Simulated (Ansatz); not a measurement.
A displaced shape of singlet CH₃I:

```yaml
atoms:
  - { symbol: C, position_ang: [0.0314, -0.0365, -1.8278] }
  - { symbol: I, position_ang: [0.0177, 0.0257, 0.3662] }
  - { symbol: H, position_ang: [0.0032, -1.0843, -2.1783] }
  - { symbol: H, position_ang: [-0.8766, 0.5443, -2.1158] }
  - { symbol: H, position_ang: [0.9017, 0.5638, -2.1775] }
```

It was optimised with PBE0/def2-SVP (with the core potentials of the set past Kr) in Ansatz (development build ahead of 0.2.0) to forces under 0.001 eV/Å, with restricted orbitals. Each step stands on the lowest determinant of that kind that the program's search found.

(1) What shape does it relax to, and how does the optimisation go?

## Answers

(1)

```xyz
5

C     0.0131    0.0024   -1.8125
I     0.0358    0.0047    0.3289
H     0.0122   -1.0399   -2.1488
H    -0.8942    0.5207   -2.1409
H     0.9105    0.5253   -2.1600
```

Bond lengths: C1–I2 2.141 Å, C1–H3 1.095 Å, C1–H4 1.095 Å, C1–H5 1.095 Å. Angles: I2–C1–H3 107.9°, I2–C1–H4 107.9°, I2–C1–H5 107.9°, H3–C1–H4 111.0°, H3–C1–H5 111.0°, H4–C1–H5 111.0°.

```csv
step,E − E(start) (eV),largest force (eV/Å)
1,0.0000,1.0265
2,-0.0210,0.3940
3,-0.0592,0.2624
4,-0.0654,0.1773
5,-0.0674,0.0484
6,-0.0675,0.0185
7,-0.0675,0.0058
8,-0.0675,0.0027
9,-0.0675,0.0006
```

The optimisation ended after 9 steps with its threshold met.
